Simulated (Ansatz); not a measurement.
A series at Si: from `F[SiH](F)F`, ligands are replaced one by one, each step taking up H₂S and setting free H–F; n counts the steps. Ansatz, PBE0-D4/def2-TZVP geometries. Each molecule was computed in one conformer, which needn't be the lowest.

CBS adds triple-zeta CCSD(T) − MP2 to the MP2 limit, frozen cores; atoms without spin–orbit coupling. 

```csv
n,molecule,"atomization energy, CCSD(T)/CBS (kJ/mol)"
0,`F[SiH](F)F`,?
1,`F[SiH](F)S`,2223.1
2,`F[SiH](S)S`,2312.3
3,`S[SiH](S)S`,2412.6
```

By hand: fit a straight line y = ȳ + b (n − n̄) to the 3 given rows and predict n = 0.

n̄ = 2.000, ȳ = 2316.00; Σ(n − n̄)(y − ȳ) = 189.50, Σ(n − n̄)² = 2.000, so b = 94.75 kJ/mol a step. Prediction: 2316.00 + (94.75) × (-2.000) = 2126.5 kJ/mol.

By hand: compare with the computed value, 2145.3 kJ/mol, and give the steps along the whole series.

The line misses by 18.8 kJ/mol (computed minus predicted). Steps: 77.8, 89.2, 100.3 kJ/mol.

The steps grow at each stage, from 77.8 to 100.3 kJ/mol, so the series is curved and an end member is harder to predict than an inner one. The miss is 7.0 % of the series' range. The energies themselves are unsure by some kJ/mol a bond, though much of that is common to the series.
